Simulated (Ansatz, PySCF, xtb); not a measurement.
Isomers of C5H10: 1 is C1CCCC1, 2 is CCCC=C; one conformer of each (the lowest of an xTB search), B3LYP-D3(BJ)/def2-TZVP minima.
Isomer 1 (charge 0, multiplicity 1):
```xyz
15

C     -0.0313    -1.2463     0.3006
C      1.1887    -0.4576    -0.1863
C      0.7998     1.0218     0.0233
C     -0.7538     1.0529     0.0559
C     -1.2071    -0.3986    -0.1936
H     -0.0372    -1.2895     1.3944
H     -0.0544    -2.2729    -0.0684
H      2.1102    -0.7279     0.3309
H      1.3455    -0.6573    -1.2499
H      1.2053     1.3915     0.9665
H      1.2060     1.6585    -0.7631
H     -1.1692     1.7415    -0.6804
H     -1.1023     1.3904     1.0338
H     -2.1499    -0.6371     0.3007
H     -1.3503    -0.5694    -1.2645
```
Isomer 2 (charge 0, multiplicity 1):
```json
[
 {"atom": "C", "x (Å)": "2.5640", "y (Å)": "0.0821", "z (Å)": "-0.5651"},
 {"atom": "C", "x (Å)": "1.5733", "y (Å)": "-0.4624", "z (Å)": "0.1294"},
 {"atom": "C", "x (Å)": "0.1271", "y (Å)": "-0.4297", "z (Å)": "-0.2546"},
 {"atom": "C", "x (Å)": "-0.7487", "y (Å)": "0.2903", "z (Å)": "0.7782"},
 {"atom": "C", "x (Å)": "-2.2276", "y (Å)": "0.2834", "z (Å)": "0.4041"},
 {"atom": "H", "x (Å)": "3.5911", "y (Å)": "0.0327", "z (Å)": "-0.2268"},
 {"atom": "H", "x (Å)": "2.3817", "y (Å)": "0.5961", "z (Å)": "-1.5026"},
 {"atom": "H", "x (Å)": "1.8027", "y (Å)": "-0.9658", "z (Å)": "1.0662"},
 {"atom": "H", "x (Å)": "-0.2415", "y (Å)": "-1.4566", "z (Å)": "-0.3667"},
 {"atom": "H", "x (Å)": "0.0157", "y (Å)": "0.0514", "z (Å)": "-1.2307"},
 {"atom": "H", "x (Å)": "-0.6132", "y (Å)": "-0.1827", "z (Å)": "1.7559"},
 {"atom": "H", "x (Å)": "-0.3955", "y (Å)": "1.3198", "z (Å)": "0.8850"},
 {"atom": "H", "x (Å)": "-2.3918", "y (Å)": "0.7762", "z (Å)": "-0.5572"},
 {"atom": "H", "x (Å)": "-2.6074", "y (Å)": "-0.7378", "z (Å)": "0.3204"},
 {"atom": "H", "x (Å)": "-2.8299", "y (Å)": "0.8028", "z (Å)": "1.1514"}
]
```

No zero-point or thermal terms.

The values were computed with Ansatz (Gaussian basis) for Hartree–Fock, density functionals and correlated methods; PySCF for M06-2X, the dispersion terms; xtb for the GFN methods. 

Question: Give the electronic energy of isomer 2 less that of isomer 1 at the level GFN2-xTB.

Answer: 115 kJ/mol

Ansatz is a program for electronic structure.
